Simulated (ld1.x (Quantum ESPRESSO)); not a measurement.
**What one change does to a pseudopotential (fluorine, RRKJ)**

fluorine (F), norm-conserving RRKJ (Kleinman–Bylander form), made with ld1.x (Quantum ESPRESSO) 7.5 (PBE, scalar-relativistic). Core [He], reference 2s2 2p5. Waves: 2s (bound): rc 0.65 bohr; 3d channel at 0.3 Ry: rc 1.15 bohr; 2p (bound): rc 1.20 bohr. Local part: the p channel. Core correction: Bessel-smoothed model core inside 0.50 bohr. rho0 = 0.01.

All-electron outer shells of the reference configuration (PBE, scalar-relativistic, ld1.x):

| shell | level (eV) | outermost node (bohr) | outermost maximum (bohr) |
| --- | --- | --- | --- |
| 1s | -663.37 | – | 0.11 |
| 2s | -29.90 | 0.24 | 0.76 |
| 2p | -11.11 | – | 0.71 |

Change: wave 2p (bound): rc 1.20 bohr becomes 2p (bound): rc 1.10 bohr.

Cutoffs: the cutoffs (Ry, on a coarse ladder) from which the occupation-weighted sum of valence levels, in a spherical-Bessel basis at the reference potential, stays within 10 and 1 mRy of its value at 400 Ry; they do not see the model core or the augmentation charge, which bear on the density cutoff. Errors are all-electron minus pseudo energies relative to the spin-unpolarised reference configuration.

How do hardness, ghosts and transferability respond?

The potential gets neither clearly harder nor softer (200 Ry and 300 Ry → 200 Ry and 300 Ry); of the 7 tests that both files solve, the error grows in 0 and shrinks in 6 by more than 15 % and 0.3 meV (median size 9.2 → 7.3 meV); neither file shows a bound ghost. Less of the atom is replaced, so other configurations are described better.

| quantity | base | changed |
| --- | --- | --- |
| cutoff, loose | 200 Ry | 200 Ry |
| cutoff, tight | 300 Ry | 300 Ry |
| loose cutoff by channel (10 mRy a level) | s 180 Ry, p 80 Ry | s 160 Ry, p 90 Ry |
| bound ghosts | none | none |
| error for 2s2 2p4, meV [ΔE 19.39 eV] | -9.2 | -7.3 |
| error for 2s2 2p3, meV [ΔE 57.78 eV] | +5.0 | -0.9 |
| error for 2s2 2p2, meV [ΔE 118.41 eV] | +205 | +135 |
| error for 2s2 2p5.3, meV [ΔE -2.67 eV] | -0.5 | -0.2 |
| error for 2s1 2p5, meV [ΔE 38.49 eV] | -33 | -20 |
| error for 2s1 2p6, meV [ΔE 18.81 eV] | +12 | +10 |
| error for 2s2 2p4.5, meV [ΔE 7.54 eV] | -3.0 | -2.4 |
